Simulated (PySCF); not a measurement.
Computed shifts of a molecule CH7BO2Si, KT2/pcSseg-1 (PySCF), GIAO, gas phase, atoms alike by connectivity averaged where their shifts nearly agree, in ppm (number of nuclei): ²⁹Si: -84.9 (1). ¹³C: -8.6 (1). ¹H: 4.60 (2), 4.06 (1), 3.87 (1), 0.52 (3). References: ²⁹Si against TMS (σ = 361.9 ppm); ¹³C against TMS (σ = 185.1 ppm); ¹¹B against BF3 (σ = 89.8 ppm); ¹⁷O against H2O (σ = 330.4 ppm); ¹H against TMS (σ = 31.47 ppm), references at their B3LYP-D3(BJ)/def2-TZVP geometries, non-relativistic. The structure is a stationary point at r2SCAN-D4/def2-SVP. Other conformers were not sampled.

Pick the molecule that these values belong to.
A. CB(O)O[SiH3]
B. COB(O)[SiH3]
C. C[SiH2]B(O)O
D. COBO[SiH3]

C, C[SiH2]B(O)O
